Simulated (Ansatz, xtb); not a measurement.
# C5H5Cl3: which of two isomers lies lower

Structure I: `C=CC(=C)C(Cl)(Cl)Cl`, a singlet. Structure II: `C[C@@H]1C(Cl)=CC1(Cl)Cl`, a singlet. Both are isolated molecules in the gas phase, relaxed with B3LYP/def2-SVP; the shapes shown needn't be the lowest conformers.

I (Å):

```xyz
13

C    -0.3086    3.2229   -0.8799
C    -1.0086    2.2563   -0.2693
C    -0.9790    0.7908   -0.4589
C    -1.7940    0.0249    0.2914
C    -0.0402    0.1668   -1.4872
Cl    1.6769    0.5708   -1.0862
Cl   -0.4244    0.7940   -3.1399
Cl   -0.1516   -1.6288   -1.5682
H     0.4311    3.0293   -1.6569
H    -0.4715    4.2672   -0.6007
H    -1.7285    2.5584    0.4990
H    -1.8258   -1.0598    0.2060
H    -2.4571    0.4968    1.0205
```

II (Å):

```xyz
13

C    -1.3149    2.7419   -0.7793
C    -1.1547    1.2591   -1.0695
C    -1.2717    0.2755    0.0816
C    -0.0484   -0.2652   -0.0345
C     0.2929    0.6286   -1.1904
Cl   -2.5930   -0.0014    1.1412
Cl    0.5867   -0.2365   -2.7504
Cl    1.6661    1.7593   -0.8874
H    -0.6978    3.0575    0.0740
H    -1.0264    3.3431   -1.6550
H    -2.3695    2.9595   -0.5470
H    -1.7637    0.9626   -1.9391
H     0.5169   -1.0479    0.4692
```

Quicker runs give these differences E(II) − E(I): GFN2-xTB −16.0 kcal/mol; HF/STO-3G −32.9 kcal/mol (at GFN2-xTB geometries); r2SCAN-D4/def2-SVP −9.1 kcal/mol (at GFN2-xTB geometries).

Q: Estimate E(II) − E(I) at the level CCSD(T)/def2-SVP + ΔMP2/def2-TZVPP.

A: Calculated at CCSD(T)/def2-SVP + ΔMP2/def2-TZVPP: E(II) − E(I) = −6.0 kcal/mol, so structure II lies lower.

How the difference moves with the method:

```
                             level        geometry  E(II) − E(I) (kcal/mol)  departure from the last row (kcal/mol)  job, with rough time for the two
                          GFN2-xTB        GFN2-xTB                     −16.0                                   −10.0              optimisation, 0.19 s
                         HF/STO-3G        GFN2-xTB                     −32.9                                   −26.9              single point, 0.78 s
                r2SCAN-D4/def2-SVP        GFN2-xTB                      −9.1                                    −3.1               single point, 6.9 s
                    B3LYP/def2-SVP  B3LYP/def2-SVP                      −7.0                                    −1.0                optimisation, 50 s
                       HF/def2-SVP  B3LYP/def2-SVP                      −8.2                                    −2.1           part of the CCSD(T) run
                      MP2/def2-SVP  B3LYP/def2-SVP                     −10.2                                    −4.2           part of the CCSD(T) run
                  CCSD(T)/def2-SVP  B3LYP/def2-SVP                      −7.1                                    −1.1                      single point
CCSD(T)/def2-SVP + ΔMP2/def2-TZVPP  B3LYP/def2-SVP                      −6.0                                                       single point, 2 min
```

As drawn, II has 2 C–C in place of 1 C=C. Structure I has no ring, II a 4-membered ring.

None of the levels shown reverses the order. The largest departure from CCSD(T)/def2-SVP + ΔMP2/def2-TZVPP is that of HF/STO-3G, 26.9 kcal/mol. The last row adds to CCSD(T) the change of the MP2 difference between the two basis sets, here +1.1 kcal/mol.

With thermal terms from frequencies at re-optimised GFN2-xTB minima (ideal gas, soft modes damped towards free rotors, one conformer each, 298.15 K, 1 atm): on the last row, ΔE + ΔZPE = −4.5, ΔH = −4.8, ΔG = −4.3 kcal/mol.

The correlated steps freeze 20 core orbitals. Mirror images aren't counted in ΔG. Programs: Ansatz 0.2.0, xtb 6.7.1; the last row on 4 threads of Arm Neoverse V1 on a shared host.
